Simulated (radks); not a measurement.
Spherical quantum dot in the effective-mass picture: electrons in a parabolic well V = omega^2 r^2 / 2 with omega = 0.679, with a point charge +1 (a donor) at the centre, all in effective atomic units (hartree* = m*/eps^2 hartree, bohr* = eps/m* bohr), one dielectric constant everywhere. Calculated with a radial shooting solver with Libxc functionals: non-relativistic Kohn-Sham, r2SCAN, spin-polarised, spherical densities, generalised Kohn-Sham scheme. Levels are named by radial order and angular momentum (1s, 1p, 1d, 2s, ...), and open shells are averaged over m. Results are scaled to m* = 0.092 and eps = 12.9, for which hartree* = 15.04 meV and bohr* = 7.42 nm.

N = 11, configuration 1s2 1p6 1d(up 1, down 0) 2s2. This is the lowest configuration that the search found. Occupied and some empty levels:

level,occupation,eigenvalue (meV),<r> (nm)
1s up,1,71.669,11.87
1s down,1,71.765,11.68
1p up,3,79.139,17.13
1p down,3,79.491,17.02
2s up,1,84.533,16.33
2s down,1,84.871,16.48
1d up,1,85.965,19.67
1d down,0,86.444,19.64
1f up,0,93.452,21.64
1f down,0,94.012,21.62
2p up,0,95.239,19.13
2p down,0,95.527,19.09
1g up,0,101.57,23.36
1g down,0,102.23,23.27

Energy (meV): total 524.706, kinetic 104.42, external 109.77, Hartree 371.55, exchange-correlation -61.033.
